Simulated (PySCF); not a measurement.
OsSe at HSE06

Computed with HSE06; PySCF, scalar-relativistic core potentials, basis sets Os def2-TZVPP with ECP60, Se def2-TZVPP.

For OsSe, the state is ⁵Σ⁺ (quintet), unpaired electrons π ↑↑, δ ↑↑, the bond length is 2.211 Å and the harmonic wavenumber is 352 cm⁻¹. The force constant is 4.12 mdyn/Å, the rotational constant Be is 0.06111 cm⁻¹ and the anharmonicity ωexe is 0.660 cm⁻¹. The vibration–rotation constant αe is 0.000150 cm⁻¹ and the bond order (Mayer) is 2.26. The dipole moment (positive dipole means Os(−)Se(+)) is -2.73 D.

De is left out where the level can put another filling of the metal’s s and d shells below the measured ground configuration, by anything from nothing to about 1 eV. Spin–orbit coupling is left out, which matters for elements this heavy, above all for dissociation energies. With d or f electrons several states lie close, and the lowest PBE0 determinant need not be the measured ground state.
